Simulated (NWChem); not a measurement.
All runs are NWChem calculations. System: H₄Si₂, charge 0, spin multiplicity 1, displaced from the optimised geometry. The structure started from a generated list of species. Level: BLYP/def2-TZVP.

Job file:

```
start mol
memory heap 200 mb stack 900 mb global 1100 mb
geometry units angstroms nocenter noautoz noautosym
  Si    -0.112329     1.036400     0.861277
  H     -0.386292     1.911937    -0.425003
  Si     0.126260    -0.888397    -0.623852
  H      0.857872    -0.646830    -1.956941
  H     -1.359239    -1.174201    -0.963695
  H      0.692634    -2.162944     0.021691
end
basis spherical
  * library def2-tzvp
end
dft
  xc becke88 lyp
  semidirect memsize 60000000 filesize 0
  iterations 100
  grid coarse
end
task dft gradient
```

Output (cleaned and shortened):

```
             Northwest Computational Chemistry Package (NWChem) 7.3.0
             --------------------------------------------------------

                                NWChem Input Module
                                -------------------

 Scaling coordinates for geometry "geometry" by  1.889725989
 (inverse scale =  0.529177249)

                             Geometry "geometry" -> ""
                             -------------------------

 Output coordinates in angstroms (scale by  1.889725989 to convert to a.u.)

  No.       Tag          Charge          X              Y              Z
 ---- ---------------- ---------- -------------- -------------- --------------
    1 Si                  14.0000    -0.11232900     1.03640000     0.86127700
    2 H                    1.0000    -0.38629200     1.91193700    -0.42500300
    3 Si                  14.0000     0.12626000    -0.88839700    -0.62385200
    4 H                    1.0000     0.85787200    -0.64683000    -1.95694100
    5 H                    1.0000    -1.35923900    -1.17420100    -0.96369500
    6 H                    1.0000     0.69263400    -2.16294400     0.02169100

 Effective nuclear repulsion energy (a.u.)      71.9524797934

            Nuclear Dipole moment (a.u.)
            ----------------------------
        X                 Y               Z
 ---------------- ---------------- ----------------
     0.0000170075     0.0000075589     0.0000037795


 Summary of "ao basis" -> "" (spherical)
 ------------------------------------------------------------------------------
       Tag                 Description            Shells   Functions and Types
 ---------------- ------------------------------  ------  ---------------------
 *                         def2-tzvp                  on all atoms

                                 NWChem DFT Module
                                 -----------------

 Summary of "ao basis" -> "ao basis" (spherical)
 ------------------------------------------------------------------------------
       Tag                 Description            Shells   Functions and Types
 ---------------- ------------------------------  ------  ---------------------
 Si                        def2-tzvp                13       37   5s5p2d1f
 H                         def2-tzvp                 4        6   3s1p

 Summary of "ao basis" -> "ao basis" (spherical)
 ------------------------------------------------------------------------------
       Tag                 Description            Shells   Functions and Types
 ---------------- ------------------------------  ------  ---------------------
 Si                        def2-tzvp                13       37   5s5p2d1f
 H                         def2-tzvp                 4        6   3s1p

            General Information
            -------------------
          SCF calculation type: DFT
          Wavefunction type:  closed shell.
          No. of atoms     :     6
          No. of electrons :    32
           Alpha electrons :    16
            Beta electrons :    16
          Charge           :     0
          Spin multiplicity:     1
          Use of symmetry is: off; symmetry adaption is: off
          Maximum number of iterations: 100
          AO basis - number of functions:    98
                     number of shells:    42
          Convergence on energy requested:  1.00D-06
          Convergence on density requested:  1.00D-05
          Convergence on gradient requested:  5.00D-04

              XC Information
[...]
    19      0.106175  1 Si py                83     -0.081541  4 H  s
    88      0.078279  5 H  s                  9     -0.074542  1 Si px

 Vector   18  Occ=0.000000D+00  E=-2.374584D-02
              MO Center= -4.8D-03,  4.1D-01,  3.1D-01, r^2= 6.3D+00
   Bfn.  Coefficient  Atom+Function         Bfn.  Coefficient  Atom+Function
  ----- ------------  ---------------      ----- ------------  ---------------
    48      1.194457  3 Si s                 19      0.892699  1 Si py
    62      0.518554  3 Si py                40     -0.490091  2 H  s
    83     -0.483575  4 H  s                  5     -0.389143  1 Si s
    16      0.317796  1 Si py                18     -0.284127  1 Si px
    47      0.272864  3 Si s                 63      0.270555  3 Si pz

 Vector   19  Occ=0.000000D+00  E= 3.661191D-04
              MO Center=  3.5D-02, -9.1D-02, -5.8D-04, r^2= 6.1D+00
   Bfn.  Coefficient  Atom+Function         Bfn.  Coefficient  Atom+Function
  ----- ------------  ---------------      ----- ------------  ---------------
     5      1.133128  1 Si s                 40     -1.006804  2 H  s
    63     -0.881016  3 Si pz                20     -0.782009  1 Si pz
    89     -0.616234  5 H  s                 83     -0.551216  4 H  s
    62     -0.498818  3 Si py                 4      0.299070  1 Si s
    61     -0.262392  3 Si px                17     -0.235638  1 Si pz

 center of mass
 --------------
 x =   0.00608628 y =   0.06465778 z =   0.10372326

 moments of inertia (a.u.)
 ------------------
         352.501457960035          27.163993690045          18.255793752213
          27.163993690045         144.538567233964        -149.684184193536
          18.255793752213        -149.684184193536         236.788219042436

     Multipole analysis of the density
     ---------------------------------

     L   x y z        total         alpha         beta         nuclear
     -   - - -        -----         -----         ----         -------
     0   0 0 0     -0.000000    -16.000000    -16.000000     32.000000

     1   1 0 0      0.075920      0.037952      0.037952      0.000017
     1   0 1 0      0.146241      0.073117      0.073117      0.000008
     1   0 0 1      0.128465      0.064230      0.064230      0.000004

     2   2 0 0    -20.853041    -16.876345    -16.876345     12.899648
     2   1 1 0      0.688995      8.193317      8.193317    -15.697638
     2   1 0 1     -0.100316      4.675983      4.675983     -9.452282
     2   0 2 0    -23.986133    -76.661837    -76.661837    129.337541
     2   0 1 1     -0.486991    -39.157142    -39.157142     77.827292
     2   0 0 2    -24.491650    -49.337177    -49.337177     74.182703

            General Information
            -------------------
          SCF calculation type: DFT
          Wavefunction type:  closed shell.
          No. of atoms     :     6
          No. of electrons :    32
           Alpha electrons :    16
            Beta electrons :    16
          Charge           :     0
          Spin multiplicity:     1
          Use of symmetry is: off; symmetry adaption is: off
          Maximum number of iterations: 100
          AO basis - number of functions:    98
                     number of shells:    42
          Convergence on energy requested:  1.00D-06
          Convergence on density requested:  1.00D-05
          Convergence on gradient requested:  5.00D-04

              XC Information
              --------------
                    Becke 1988 Exchange Functional  1.000
              Lee-Yang-Parr Correlation Functional  1.000

             Grid Information
             ----------------
          Grid used for XC integration:  coarse
          Radial quadrature: Mura-Knowles
          Angular quadrature: Lebedev.
          Tag              B.-S. Rad. Rad. Pts. Rad. Cut. Ang. Pts.
          ---              ---------- --------- --------- ---------
          Si                  1.10       70          10.0       302
          H                   0.35       35          11.0       302
          Grid pruning is: on
          Number of quadrature shells:   280
          Spatial weights used:  Erf1

          Convergence Information
          -----------------------
          Convergence aids based upon iterative change in
          total energy or number of iterations.
          Levelshifting, if invoked, occurs when the
          HOMO/LUMO gap drops below (HL_TOL):  1.00D-02
          DIIS, if invoked, will attempt to extrapolate
          using up to (NFOCK): 10 stored Fock matrices.

                    Damping( 0%)  Levelshifting(0.5)       DIIS
                  --------------- ------------------- ---------------
          dE  on:    start            ASAP                start
          dE off:    2 iters        100 iters           100 iters

      Screening Tolerance Information
      -------------------------------
          Density screening/tol_rho:  1.00D-10
          AO Gaussian exp screening on grid/accAOfunc:  14
          CD Gaussian exp screening on grid/accCDfunc:  20
          XC Gaussian exp screening on grid/accXCfunc:  20
          Schwarz screening/accCoul:  1.00D-08

                            NWChem DFT Gradient Module
                            --------------------------

  charge          =   0.00
  wavefunction    = closed shell

                         DFT ENERGY GRADIENTS

    atom               coordinates                        gradient
                 x          y          z           x          y          z
   1 Si     -0.212271   1.958512   1.627578    0.001048  -0.001774   0.012159
   2 H      -0.729986   3.613037  -0.803139   -0.001880   0.005746  -0.009023
   3 Si      0.238597  -1.678827  -1.178909    0.002626   0.005619   0.004968
   4 H       1.621143  -1.222331  -3.698082    0.005889   0.002569  -0.011272
   5 H      -2.568589  -2.218918  -1.821119   -0.012225  -0.001664  -0.002506
   6 H       1.308888  -4.087371   0.040990    0.004542  -0.010496   0.005674

                 ----------------------------------------
                 |  Time  |  1-e(secs)   |  2-e(secs)   |
                 ----------------------------------------
                 |  CPU   |       0.01   |       3.67   |
                 ----------------------------------------
                 |  WALL  |       0.01   |       3.67   |
                 ----------------------------------------

 Task  times  cpu:       10.2s     wall:       10.2s

 Total times  cpu:       10.2s     wall:       10.2s
```
